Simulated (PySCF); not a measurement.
**Circular dichroism: `C[C@@H]1O[C@@H]1OC=O`, C4H6O3**

Cartesian coordinates in Å; atom numbers follow the order of the lines, from 1:
```xyz
13

C    -1.7862    0.1633    0.7180
C    -1.0646   -0.0849   -0.5786
O    -0.4327   -1.3326   -0.7617
C     0.3926   -0.2395   -0.6228
O     1.1057   -0.1589    0.5866
C     2.4003    0.1300    0.5233
O     3.0359    0.3733   -0.4556
H    -1.8935    1.2339    0.8758
H    -2.7738   -0.2903    0.6853
H    -1.2256   -0.2676    1.5427
H    -1.5507    0.2967   -1.4740
H     0.9872    0.0512   -1.4850
H     2.8010    0.1260    1.5497
```

Level of theory: TDDFT CAM-B3LYP/def2-SVPD circular dichroism and optical rotation, one conformer, gas phase (PySCF). Geometry: GFN2-xTB.

The molecule is flexible and this is one conformer; a measurement averages over conformers.

(1) What are the CIP labels of the stereocentres?

(2) Which excitations and rotatory strengths does the calculation give?

## Answers

(1) C2 S, C4 R.

(2) Rotatory strengths R in 10⁻⁴⁰ esu² cm², velocity form and length form (origin at the centre of mass); f in length form.
| state | E (eV) | λ (nm) | f | R (velocity) | R (length) | main |
| --- | --- | --- | --- | --- | --- | --- |
| 1 | 5.89 | 210 | 0.002 | +0.3 | +0.5 | HOMO−1→LUMO 0.55, HOMO−2→LUMO 0.23 |
| 2 | 7.62 | 163 | 0.168 | +13.3 | +13.6 | HOMO→LUMO 0.69, HOMO−1→LUMO 0.21 |
| 3 | 8.20 | 151 | 0.017 | +1.2 | +0.2 | HOMO→LUMO+1 0.33, HOMO−2→LUMO 0.27 |
| 4 | 8.26 | 150 | 0.048 | -37.1 | -37.8 | HOMO→LUMO+1 0.28, HOMO−2→LUMO 0.26 |
| 5 | 8.50 | 146 | 0.032 | +6.8 | +6.9 | HOMO−1→LUMO+1 0.33, HOMO→LUMO+2 0.19 |
| 6 | 8.64 | 143 | 0.002 | -8.0 | -8.7 | HOMO−1→LUMO+1 0.24, HOMO→LUMO+2 0.23 |
| 7 | 8.82 | 141 | 0.026 | +23.6 | +22.2 | HOMO→LUMO+4 0.23, HOMO→LUMO+3 0.20 |
| 8 | 8.88 | 140 | 0.006 | -22.2 | -23.0 | HOMO−3→LUMO 0.35, HOMO−2→LUMO 0.13 |

Among the states computed, the strongest CD band (largest |R|) is state 4. The largest dissymmetry factor in size, g = 4R/(D+G), with D and G the electric and magnetic dipole strengths, is -0.053 for state 8 (velocity form, f = 0.006), among bands with |R| over 0.5. The mirror image has the same energies and oscillator strengths and all R with the opposite sign.
